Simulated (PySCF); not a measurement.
**Computed vibrations of Pb3**

Pb3 (singlet). PySCF 2.14.0, RKS BP86, Pb def2-SVP with ECP60; non-relativistic Hamiltonian with scalar-relativistic core potentials where named; density fitting; no spin-orbit coupling. Central differences of gradients.

```xyz
3

Pb    0.0000    0.0000    2.8019
Pb    0.0000    0.0000    0.0000
Pb    0.0000    0.0000   -2.8019
```

Run from Python with OMP_NUM_THREADS=2. Where DIIS fails, smearing, a level shift and second-order steps follow.
It took 16 s on 2 threads of Arm Neoverse V2, on a shared host.

Q: What are the harmonic wavenumbers and infrared intensities?

A: Modes are labelled in D∞h; negative numbers are unstable modes, those under 60 cm⁻¹ near the noise; a finer grid moves soft modes by up to 10 cm⁻¹.
```tsv
cm⁻¹	km/mol	symmetry
27	0.2	πu
27	0.2	πu
99	0.0	σg+
178	11.5	σu+
```

Q: Is this a minimum?

A: Yes, within the noise of the softest modes. Ideal gas at 298.15 K and 1 bar: S = 354.7 J/(mol K), Cp = 61.7 J/(mol K), H − H(0 K) = 16.8 kJ/mol (rigid rotor, harmonic modes, spin degeneracy alone; the modes under 60 cm⁻¹ make these uncertain).
